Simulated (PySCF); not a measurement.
# Correlation energy of Ar (argon, neutral)

[Ar], closed-shell 1S. All numbers are calculated (PySCF 2.14, scalar relativity by spin-free X2C-1e, in x2c-QZVPPall with one added diffuse shell each of s, p, d, f type (10s7p5d3f1g, 86 functions)). Frozen: [Ne]; 8 electrons correlated.

MP2 pair energies summed by pair of shells (mhartree):

```json
{"pair": "3p-3p", "energy": "-166.77", "share (%)": "71.8"}
{"pair": "3s-3p", "energy": "-55.57", "share (%)": "23.9"}
{"pair": "3s-3s", "energy": "-9.85", "share (%)": "4.2"}
```

Total MP2 correlation energy: -232.19 mhartree.

Same-spin part -55.11 and opposite-spin part -177.08 mhartree; SCS-MP2 scales them by 1/3 and 6/5 to -230.87 mhartree.
